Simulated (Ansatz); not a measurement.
Isolated molecules relaxed with PBE0-D4/def2-TZVP in Ansatz; ΔE leaves out vibrations. CCSD(T)/CBS is the MP2 limit (def2-TZVPP, def2-QZVPP) plus CCSD(T) − MP2 in def2-TZVPP, frozen cores. This one scheme is used for every species. DFT in def2-TZVPP. B3LYP here is the variant with VWN-RPA as its local correlation; programs differ in this. HSE06 is defined as in plane-wave codes. For Ge outer-core shells are correlated without core-valence functions, which leaves a few kJ/mol of doubt a bond. Scalar relativity is left out up to krypton. One conformer a species, not always the lowest.

`[CH3][GeH2][S]S` + H₂O → `[OH][GeH2][S]S` + CH₄  (formal hydrolysis of a Ge–C bond)

`[CH3][GeH2][S]S`:

Z-matrix (Å, degrees):
```
C
Ge 1 1.945
H 1 1.091 2 110.0
H 1 1.090 2 110.1 3 120.3
H 1 1.090 2 109.6 3 -119.4
S 2 2.242 1 109.9 3 178.8
H 2 1.538 1 111.5 3 59.2
H 2 1.541 1 112.2 3 -65.6
S 6 2.059 2 99.7 1 -61.6
H 9 1.347 6 98.5 2 91.5
```

H₂O:

```xyz
3

O    -0.122   -0.207    0.307
H    -0.057    0.748    0.235
H     0.179   -0.541   -0.541
```

`[OH][GeH2][S]S`:

Z-matrix (Å, degrees):
```
Ge
S 1 2.235
O 1 1.774 2 109.7
H 1 1.537 2 108.2 3 -119.4
H 1 1.532 2 108.2 3 115.3
S 2 2.062 1 96.9 3 58.2
H 3 0.961 1 111.2 2 -72.2
H 6 1.347 2 97.9 1 -90.8
```

CH₄:

Z-matrix (Å, degrees):
```
C
H 1 1.090
H 1 1.090 2 109.5
H 1 1.090 2 109.5 3 -120.0
H 1 1.090 2 109.5 3 120.0
```

```csv
level,ΔE (kJ/mol),difference from CCSD(T)/CBS
LDA (SPW92),-41.5,-2.5
revPBE-D4,-43.0,-4.0
r2SCAN-D4,-49.5,-10.5
B97M-V,-54.1,-15.1
B3LYP-D4,-48.3,-9.3
r2SCANh-D4,-47.7,-8.7
HSE06-D4,-40.4,-1.4
BHLYP-D4,-48.5,-9.5
CAM-B3LYP-D4,-49.8,-10.8
ωB97X-V,-47.4,-8.4
ωB97M-V,-45.3,-6.3
B2PLYP,-50.1,-11.1
PBE-QIDH,-42.2,-3.2
PBE,-45.3,-6.3
revPBE,-46.1,-7.1
BLYP,-54.7,-15.7
r2SCAN,-50.2,-11.2
PBE0,-42.5,-3.5
B3LYP,-51.7,-12.7
r2SCANh,-48.5,-9.5
r2SCAN0,-46.3,-7.3
HSE06,-42.4,-3.4
BHLYP,-51.7,-12.7
CAM-B3LYP,-52.1,-13.1
LC-ωPBE,-44.1,-5.1
RPA@PBE/def2-TZVPP,-43.3,-4.3
HF/def2-SVP,-55.5,-16.5
MP2/def2-SVP,-55.0,-16.0
CCSD/def2-SVP,-54.0,-15.0
CCSD(T)/def2-SVP,-54.5,-15.5
HF/def2-TZVPP,-56.1,-17.1
MP2/def2-TZVPP,-41.9,-2.9
SCS-MP2/def2-TZVPP,-46.8,-7.8
CCSD/def2-TZVPP,-42.7,-3.7
CCSD(T)/def2-TZVPP,-42.7,-3.7
HF/def2-QZVPP,-56.5,-17.5
SCS-MP2/def2-QZVPP,-45.0,-6.0
HF/CBS(def2),-56.6,-17.6
MP2/CBS(def2),-38.2,0.8
CCSD/CBS(def2),-39.1,-0.1
CCSD(T)/CBS,-39.0,0
```

Task: What do rigid-rotor, harmonic-oscillator terms from PBE0-D4/def2-TZVP frequencies (298.15 K, 1 bar) make of the CCSD(T)/CBS value? (Best estimate.)

Result: The calculation gave: ΔZPE = +1.7 kJ/mol, ΔH = -38.6 kJ/mol, ΔS = -12 J/(mol·K), ΔG = -35.0 kJ/mol.

Largest T1 diagnostic among the species: 0.012.

From r2SCAN to r2SCAN0 (25 % exact exchange), in def2-TZVPP and without D4, ΔE moves by +4.0 kJ/mol. The D4 term adds +3.5 kJ/mol with B3LYP and +2.1 kJ/mol with PBE0; it sums over pairs of atoms, weighted by their polarisabilities, and B3LYP, whose exchange is more repulsive, gets the larger term.

CCSD(T)/CBS has its own doubt, a few kJ/mol and more with outer-core shells, so smaller differences from it don't rank the levels.
